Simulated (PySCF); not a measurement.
PySCF input (MN15/def2-TZVPD):

```python
from pyscf import gto, scf, dft

mol = gto.M(
    atom='''
    Ge   -0.00000000   -0.00000000   -0.76210370
    Cl    0.00000000    0.00000000    1.43454814
    ''',
    basis='def2-tzvpd',
    charge=0,
    spin=1,
    symmetry='C2v',
    verbose=4,
)

mf = dft.UKS(mol, xc='mn15').density_fit(auxbasis='def2-universal-jkfit')
mf.grids.level = 4
mf.conv_tol = 1e-9
mf.max_cycle = 100
mf.max_memory = 1500
mf.kernel()
if not mf.converged:
    mf = mf.newton()
    mf.kernel(mf.make_rdm1())
mf.analyze()
```

Output:

```
PySCF version 2.14.0

[INPUT] verbose = 4
[INPUT] num. atoms = 2
[INPUT] num. electrons = 49
[INPUT] charge = 0
[INPUT] spin (= nelec alpha-beta = 2S) = 1
[INPUT] symmetry C2v subgroup None
[INPUT] Mole.unit = angstrom
[INPUT] Symbol           X                Y                Z      unit          X                Y                Z       unit  Magmom
[INPUT]  1 Ge     0.000000000000   0.000000000000  -0.762103700000 AA    0.000000000000   0.000000000000  -1.440167271518 Bohr   0.0
[INPUT]  2 Cl     0.000000000000   0.000000000000   1.434548140000 AA    0.000000000000   0.000000000000   2.710903097104 Bohr   0.0

nuclear repulsion = 131.050536775313
point group symmetry = Coov, use subgroup C2v
symmetry origin: [ 0.00000000e+00  0.00000000e+00 -7.71316906e-10]
symmetry axis x: [1. 0. 0.]
symmetry axis y: [0. 1. 0.]
symmetry axis z: [0. 0. 1.]
num. orbitals of irrep A1 = 44
num. orbitals of irrep A2 = 10
num. orbitals of irrep B1 = 23
num. orbitals of irrep B2 = 23
number of shells = 34
number of NR pGTOs = 178
number of NR cGTOs = 100
basis = def2-tzvpd
ecp = {}

******** <class 'pyscf.df.df_jk.DFSymAdaptedUKS'> ********
method = DFSymAdaptedUKS
initial guess = minao
damping factor = 0
level_shift factor = 0
DIIS = <class 'pyscf.scf.diis.CDIIS'>
diis_start_cycle = 1
diis_space = 8
diis_damp = 0
SCF conv_tol = 1e-09
SCF conv_tol_grad = None
SCF max_cycles = 100
direct_scf = False
number electrons alpha = 25  beta = 24
XC library pyscf.dft.libxc version 7.1.2
    S. Lehtola, C. Steigemann, M. J. T. Oliveira, and M. A. L. Marques,  SoftwareX 7, 1–5 (2018)
XC functionals = mn15
    H. S. Yu, X. He, S. L. Li, and D. G. Truhlar,  Chem. Sci. 7, 5032–5051 (2016)
    H. S. Yu, X. He, S. L. Li, and D. G. Truhlar,  Chem. Sci. 7, 5032–5051 (2016)
radial grids:
    Treutler-Ahlrichs [JCP 102, 346 (1995); DOI:10.1063/1.469408] (M4) radial grids

becke partition: Becke, JCP 88, 2547 (1988); DOI:10.1063/1.454033
pruning grids: <function nwchem_prune>
grids dens level: 4
symmetrized grids: C2v
atomic radii adjust function: <function treutler_atomic_radii_adjust>
small_rho_cutoff = 0
Freeze 0 electrons in irreps []
    49 free electrons in irreps A1 A2 B1 B2
Set gradient conv threshold to 3.16228e-05
[...]
beta  HOMO (A1) = -0.352791305798558  LUMO (B2) = -0.0915937452544782
  HOMO = -0.210537414469  LUMO = -0.102426931669  gap/eV = 2.94184
Extra cycle  E= -2537.43181164976  delta_E= -7.73e-11  |g|= 3.32e-06  |ddm|= 1.32e-05
converged SCF energy = -2537.43181164976  <S^2> = 0.75370997  2S+1 = 2.0037065
**** SCF Summaries ****
Total Energy =                       -2537.431811649762494
Nuclear Repulsion Energy =             131.050536775313475
One-electron Energy =                -3789.969432612672790
Two-electron Energy =                 1121.487084187596793
Two-electron Coulomb Energy =         1228.912072338104736
DFT Exchange-Correlation Energy =     -107.424988150508028
HOMO-LUMO gap [eV] =                     2.941836080285289
Wave-function symmetry = B1
alpha occupancy for each irrep:     A1   A2   B1   B2
                                    13    1    6    5
beta  occupancy for each irrep:     A1   A2   B1   B2
                                    13    1    5    5
**** MO energy ****
alpha MO #1 (A1 #1), energy= -396.244613977302 occ= 1
alpha MO #2 (A1 #2), energy= -100.337109097399 occ= 1
alpha MO #3 (A1 #3), energy= -48.7716894409364 occ= 1
alpha MO #4 (B2 #1), energy= -44.0380662451224 occ= 1
alpha MO #5 (A1 #4), energy= -44.0347462874976 occ= 1
alpha MO #6 (B1 #1), energy= -44.033315579111 occ= 1
alpha MO #7 (A1 #5), energy= -9.16010980579344 occ= 1
alpha MO #8 (A1 #6), energy= -7.175865469799 occ= 1
alpha MO #9 (B2 #2), energy= -7.17228588771598 occ= 1
alpha MO #10 (B1 #2), energy= -7.1695179274767 occ= 1
alpha MO #11 (A1 #7), energy= -5.97533343698354 occ= 1
alpha MO #12 (B2 #3), energy= -4.37673731954465 occ= 1
alpha MO #13 (A1 #8), energy= -4.36939814793049 occ= 1
alpha MO #14 (B1 #3), energy= -4.36546399038522 occ= 1
alpha MO #15 (A1 #9), energy= -1.32494634258209 occ= 1
alpha MO #16 (B2 #4), energy= -1.32336122329649 occ= 1
alpha MO #17 (A2 #1), energy= -1.31981465518362 occ= 1
alpha MO #18 (A1 #10), energy= -1.31467635190947 occ= 1
alpha MO #19 (B1 #4), energy= -1.3142741511331 occ= 1
alpha MO #20 (A1 #11), energy= -0.845411063681155 occ= 1
alpha MO #21 (A1 #12), energy= -0.535421880430707 occ= 1
alpha MO #22 (B1 #5), energy= -0.38098649661835 occ= 1
alpha MO #23 (B2 #5), energy= -0.377083923287572 occ= 1
alpha MO #24 (A1 #13), energy= -0.366292359119608 occ= 1
alpha MO #25 (B1 #6), energy= -0.210537414468737 occ= 1
alpha MO #26 (B2 #6), energy= -0.10242693166852 occ= 0
alpha MO #27 (A1 #14), energy= 0.00209505326025905 occ= 0
alpha MO #28 (A1 #15), energy= 0.0527660757823973 occ= 0
alpha MO #29 (A1 #16), energy= 0.0906606246598969 occ= 0
alpha MO #30 (B1 #7), energy= 0.0949613676052152 occ= 0
alpha MO #31 (B2 #7), energy= 0.0968746847934625 occ= 0
alpha MO #32 (A2 #2), energy= 0.10768749557853 occ= 0
alpha MO #33 (A1 #17), energy= 0.116181493609744 occ= 0
alpha MO #34 (B1 #8), energy= 0.138059451352644 occ= 0
alpha MO #35 (B2 #8), energy= 0.148624059336251 occ= 0
alpha MO #36 (A1 #18), energy= 0.15161677248539 occ= 0
alpha MO #37 (A1 #19), energy= 0.201221294780673 occ= 0
alpha MO #38 (A2 #3), energy= 0.249059785507325 occ= 0
alpha MO #39 (A1 #20), energy= 0.250352769812421 occ= 0
alpha MO #40 (B1 #9), energy= 0.257401174402611 occ= 0
alpha MO #41 (B2 #9), energy= 0.26163836573936 occ= 0
alpha MO #42 (A1 #21), energy= 0.274502326051659 occ= 0
alpha MO #43 (A2 #4), energy= 0.346660229688953 occ= 0
alpha MO #44 (A1 #22), energy= 0.350542104559278 occ= 0
alpha MO #45 (B1 #10), energy= 0.378727477770315 occ= 0
alpha MO #46 (B2 #10), energy= 0.396978564949666 occ= 0
alpha MO #47 (A1 #23), energy= 0.404591017228849 occ= 0
alpha MO #48 (B1 #11), energy= 0.410718208312254 occ= 0
alpha MO #49 (B2 #11), energy= 0.415919416432839 occ= 0
alpha MO #50 (A1 #24), energy= 0.498376842264552 occ= 0
alpha MO #51 (A1 #25), energy= 0.520868964103253 occ= 0
alpha MO #52 (B1 #12), energy= 0.559704092965969 occ= 0
alpha MO #53 (B2 #12), energy= 0.559756137695572 occ= 0
alpha MO #54 (A2 #5), energy= 0.654813922301551 occ= 0
alpha MO #55 (A1 #26), energy= 0.654873186567341 occ= 0
alpha MO #56 (B2 #13), energy= 0.655953475808447 occ= 0
alpha MO #57 (B1 #13), energy= 0.65634715279681 occ= 0
alpha MO #58 (A1 #27), energy= 0.661005614616191 occ= 0
alpha MO #59 (A1 #28), energy= 0.773895680783735 occ= 0
alpha MO #60 (B1 #14), energy= 0.98842033333859 occ= 0
alpha MO #61 (B2 #14), energy= 0.991260935120531 occ= 0
alpha MO #62 (A2 #6), energy= 0.997601388339859 occ= 0
alpha MO #63 (A1 #29), energy= 1.00254474316161 occ= 0
alpha MO #64 (B1 #15), energy= 1.00802325174432 occ= 0
alpha MO #65 (A2 #7), energy= 1.01753233405795 occ= 0
alpha MO #66 (A1 #30), energy= 1.02133796967572 occ= 0
alpha MO #67 (B2 #15), energy= 1.02699175203551 occ= 0
alpha MO #68 (A1 #31), energy= 1.05944163327517 occ= 0
alpha MO #69 (A1 #32), energy= 1.16065212347797 occ= 0
alpha MO #70 (B1 #16), energy= 1.18185508172229 occ= 0
alpha MO #71 (B2 #16), energy= 1.20818962306083 occ= 0
alpha MO #72 (A1 #33), energy= 1.3928936344687 occ= 0
alpha MO #73 (A2 #8), energy= 1.92150302625391 occ= 0
alpha MO #74 (A1 #34), energy= 1.92159051897348 occ= 0
alpha MO #75 (B2 #17), energy= 1.9553862090794 occ= 0
alpha MO #76 (B1 #17), energy= 1.95582765007443 occ= 0
alpha MO #77 (A1 #35), energy= 1.9739387212554 occ= 0
alpha MO #78 (B1 #18), energy= 2.07911363204185 occ= 0
alpha MO #79 (B2 #18), energy= 2.07911586836013 occ= 0
alpha MO #80 (A2 #9), energy= 2.10197421177057 occ= 0
alpha MO #81 (A1 #36), energy= 2.10223522073999 occ= 0
alpha MO #82 (B1 #19), energy= 2.26392886780386 occ= 0
alpha MO #83 (B2 #19), energy= 2.26803261811586 occ= 0
alpha MO #84 (B1 #20), energy= 2.30022722299676 occ= 0
alpha MO #85 (B2 #20), energy= 2.30072826547261 occ= 0
alpha MO #86 (A1 #37), energy= 2.37387255144424 occ= 0
alpha MO #87 (A1 #38), energy= 2.60193384717808 occ= 0
alpha MO #88 (A2 #10), energy= 2.61053756022817 occ= 0
alpha MO #89 (A1 #39), energy= 2.61544362273283 occ= 0
alpha MO #90 (B1 #21), energy= 2.70615120510821 occ= 0
alpha MO #91 (A1 #40), energy= 2.73318110368777 occ= 0
alpha MO #92 (B2 #21), energy= 2.74259619592176 occ= 0
alpha MO #93 (B1 #22), energy= 3.61614639320321 occ= 0
alpha MO #94 (B2 #22), energy= 3.62115481435397 occ= 0
alpha MO #95 (A1 #41), energy= 4.19121083910598 occ= 0
alpha MO #96 (A1 #42), energy= 5.12456440444749 occ= 0
alpha MO #97 (B2 #23), energy= 10.3652231955438 occ= 0
alpha MO #98 (B1 #23), energy= 10.3656629068661 occ= 0
alpha MO #99 (A1 #43), energy= 10.6631997617496 occ= 0
alpha MO #100 (A1 #44), energy= 24.5529018637419 occ= 0
beta  MO #1 (A1 #1), energy= -396.243934540221 occ= 1
beta  MO #2 (A1 #2), energy= -100.336796504168 occ= 1
[...]
```
